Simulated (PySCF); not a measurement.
H3MgN. Atoms are numbered in the order given.

```xyz
5

Mg     0.0000     0.0000     0.7520
H      0.0000     0.0000     2.4445
N      0.0000     0.0000    -1.1407
H      0.0000     0.8123    -1.7416
H      0.0000    -0.8123    -1.7416
```
Charge 0, spin multiplicity 1.

Geometry: B3LYP-D3(BJ)/def2-TZVP.

These are IEF-PCM-ωB97X/def2-TZVPD (PySCF) values and carry that method's errors.

The values are the electrostatic part of the solvation free energy, E(continuum) − E(gas) at the gas-phase geometry, in a cavity of scaled van der Waals radii (PySCF's table); cavitation and dispersion terms are not included. A continuum can't describe solvent molecules that bind to the metal. In vacuum the orbital gap is 9.81 eV. The dipole moment in vacuum is 0.68 D.

Computed values in water (ε = 78.36), dimethylsulfoxide (ε = 46.83), ethylethanoate (ε = 5.99):
```json
[
 {"solvent": "water", "ε": "78.36", "ΔG(elec) (kcal/mol)": "-12.4", "dipole (D)": "1.03", "gap (eV)": "10.23"},
 {"solvent": "dimethylsulfoxide", "ε": "46.83", "ΔG(elec) (kcal/mol)": "-12.3", "dipole (D)": "1.02", "gap (eV)": "10.23"},
 {"solvent": "ethylethanoate", "ε": "5.99", "ΔG(elec) (kcal/mol)": "-9.4", "dipole (D)": "0.94", "gap (eV)": "10.14"}
]
```
